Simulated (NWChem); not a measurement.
# C3H3 cation

```xyz
6

C      0.0000     0.0000    -1.3386
C      0.0000     0.0000    -0.1033
C      0.0000     0.0000     1.2447
H      0.0000     0.0000    -2.4259
H      0.0000     0.9468     1.8079
H      0.0000    -0.9468     1.8079
```
Atoms are numbered in this order, from 1.

Computed with NWChem. Pople sets run with spherical d functions. Geometry: optimised at PBE0/def2-SVP. Atomic charges in e: unrestrained fits to the electrostatic potential beside Mulliken populations; buried atoms are poorly determined by the fit.

**Question.** Predict the results for Hartree-Fock/6-31G*. Quantities: ESP C1; Mulliken C1; ESP C2; Mulliken C2; ESP C3; Mulliken C3; relative RMS misfit of the potential (%).

**Answer.** The ESP C1 comes out as 0.07, the Mulliken C1 comes out as -0.06 and the ESP C2 is -0.07. The Mulliken C2 is 0.09 and the ESP C3 is 0.31. The Mulliken C3 is -0.18 and the relative RMS misfit of the potential (%) is 3.
